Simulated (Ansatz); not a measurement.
Program: Ansatz. Geometries: PBE0-D4/def2-TZVP. ΔE: electronic, gas phase. CBS: MP2 limit from def2 TZ/QZ plus the TZ coupled-cluster correction, frozen cores. Functionals use def2-TZVPP. Each species was taken in one conformer, which may not be the lowest.

Reaction (cleavage of the Si–B bond): `C[SiH2]OB[SiH3]` + `CN[SiH](O)O` → `CN([SiH3])[SiH](O)O` + `BO[SiH2]C`

`C[SiH2]OB[SiH3]`:

```xyz
14

C     1.495    0.594   -1.884
Si    1.248   -0.936   -0.862
O     0.064   -0.742    0.297
B    -0.740    0.274    0.655
Si   -2.072    0.053    2.173
H     1.803    1.442   -1.270
H     0.584    0.872   -2.418
H     2.279    0.410   -2.625
H     2.488   -1.299   -0.131
H     0.819   -2.080   -1.704
H    -0.664    1.325    0.062
H    -2.045   -1.294    2.805
H    -1.804    1.072    3.231
H    -3.454    0.309    1.673
```

`CN[SiH](O)O`:

Cartesian coordinates in Å:
```
C -0.331 1.388 0.945
N 0.422 0.156 0.838
Si 0.420 -0.882 -0.504
O -1.069 -1.514 -0.821
O 0.796 -0.101 -1.895
H 0.268 2.274 0.705
H -1.171 1.365 0.248
H -0.747 1.515 1.949
H 1.187 0.077 1.488
H 1.410 -1.939 -0.182
H -1.510 -1.954 -0.093
H 0.324 -0.386 -2.679
```

`CN([SiH3])[SiH](O)O`:

```xyz
15

C    -1.357   -1.013    0.433
N    -0.101   -0.292    0.212
Si    0.805    0.121    1.620
Si    0.187    0.210   -1.409
O    -0.908    1.274   -1.990
O     1.658    0.926   -1.500
H    -1.226   -1.807    1.175
H    -1.695   -1.488   -0.493
H    -2.161   -0.353    0.776
H     0.229    1.264    2.385
H     0.831   -1.056    2.530
H     2.195    0.478    1.231
H     0.031   -0.966   -2.291
H    -0.879    2.172   -1.653
H     2.389    0.530   -1.026
```

`BO[SiH2]C`:

Z-matrix (Å, degrees):
```
Si
O 1 1.663
C 1 1.855 2 108.8
H 1 1.485 2 106.8 3 120.0
H 1 1.488 2 109.0 3 -121.7
B 2 1.345 1 132.5 3 120.3
H 3 1.092 1 111.0 2 -62.7
H 3 1.093 1 110.3 2 177.5
H 3 1.092 1 110.8 2 57.8
H 6 1.205 2 120.2 1 0.2
H 6 1.200 2 118.1 1 -179.7
```

```tsv
level	ΔE (kJ/mol)
r2SCAN-D4	-67.0
HF/CBS(def2)	-78.5
```

**Question.** What does CCSD(T)/CBS give? (Best estimate.)

**Answer.** Computed: -73.1 kJ/mol. The listed levels differ from it by 6.1, -5.4 kJ/mol.

Largest T1 diagnostic among the species: 0.013.

From PBE to PBE0 (25 % exact exchange), in def2-TZVPP and without D4, ΔE moves by −6.4 kJ/mol. The D4 term adds −7.5 kJ/mol with B3LYP and −4.0 kJ/mol with PBE0; it sums over pairs of atoms, weighted by their polarisabilities, and B3LYP, whose exchange is more repulsive, gets the larger term.

B3LYP here is the variant with VWN-RPA as its local correlation; programs differ in this.
